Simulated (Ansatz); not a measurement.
Consider the ligand exchange at a B–C bond: `CBCF` + CH₃OH → `CBOC` + `CF`.

Program: Ansatz. Geometries: PBE0-D4/def2-TZVP. ΔE: electronic, gas phase. CCSD(T)/CBS adds triple-zeta CCSD(T) − MP2 to the extrapolated MP2 energy (def2 sets, frozen cores). This one scheme is used for every species. DFT in def2-TZVPP. B3LYP here is the variant with VWN-RPA as its local correlation; programs differ in this. One conformer a species, not always the lowest.

Is it downhill or uphill in electronic energy at CCSD(T)/CBS, and by how much? (Estimate.)

Computed: Downhill: ΔE = -1.56 eV.

What do these levels give: PBE-D4, r2SCAN-D4, r2SCAN0-D4, BHLYP-D4, PBE, PBE0, B3LYP, r2SCANh, HF/def2-SVP, MP2/def2-SVP, CCSD/def2-TZVPP, MP2/def2-QZVPP? (Estimate.)

Computed: PBE-D4 -1.50, r2SCAN-D4 -1.54, r2SCAN0-D4 -1.54, BHLYP-D4 -1.59, PBE -1.50, PBE0 -1.50, B3LYP -1.57, r2SCANh -1.54, HF/def2-SVP -1.67, MP2/def2-SVP -1.79, CCSD/def2-TZVPP -1.57, MP2/def2-QZVPP -1.59 eV.

Largest T1 diagnostic among the species: 0.012.

At CCSD(T), def2-SVP lies −0.21 eV from the extrapolated value and def2-TZVPP −0.03 eV. Leaving LDA and LC-ωPBE aside and taking each functional with its dispersion term where it has one, the values, not all of them listed here, spread over 0.11 eV, from B2PLYP to revPBE-D4. LDA lies −0.05 eV from PBE without D4.
